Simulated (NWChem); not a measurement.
System: HTeSI; SMILES S[Te]I

Here is an NWChem input.

```
start job
memory heap 200 mb stack 900 mb global 1100 mb
geometry units angstroms noautosym nocenter noautoz
  Te     0.597367    -0.974254    -0.003721
  I     -0.080228     1.668844     0.014789
  S     -1.529352    -2.063865     0.061666
  H     -1.755570    -2.087333    -1.273451
end
basis spherical
  * library def2-svpd
end
ecp
  Te library def2-ecp
  I library def2-ecp
end
dft
  xc xpbe96 cpbe96
  iterations 150
end
property
  response 1 0.0
end
task dft property
```

Geometry: optimised at PBE0/def2-SVP. def2 effective core potentials on Te, I; no spin-orbit coupling.

Static field.

Problem. What results follow from this input? (PBE/def2-SVPD with def2 effective core potentials on Te, I.) Quantities: isotropic polarisability (bohr³); anisotropy (bohr³).

Solution. 
```yaml
isotropic polarisability (bohr³): 107.1
anisotropy (bohr³): 60.9
```
